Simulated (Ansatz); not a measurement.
CdClH₃OSi, SMILES [SiH3][O][Cd][Cl].

Coordinates come from a PBE0-D3(BJ)/def2-SVP optimisation. The def2 effective core potentials stand for the cores of Cd; spin–orbit coupling is left out. Other conformers were not sampled.

Two levels are set side by side: PBE/def2-SVPD (Ansatz, a quantum-chemistry and plane-wave program) and CAM-B3LYP/def2-SVPD (Ansatz). Energy differences of separate SCF runs at the same geometry; the states with an electron removed or added have multiplicity 2 and 2. Differences are taken from unrounded values.

| quantity | CAM-B3LYP | PBE | PBE minus CAM-B3LYP |
|---|---|---|---|
| vertical ionisation energy (eV) | 10.57 | 9.76 | -0.81 |
| vertical electron affinity (eV) | 0.59 | 0.72 | 0.13 |
| vertical singlet–triplet gap (eV) | 4.96 | 4.11 | -0.86 |
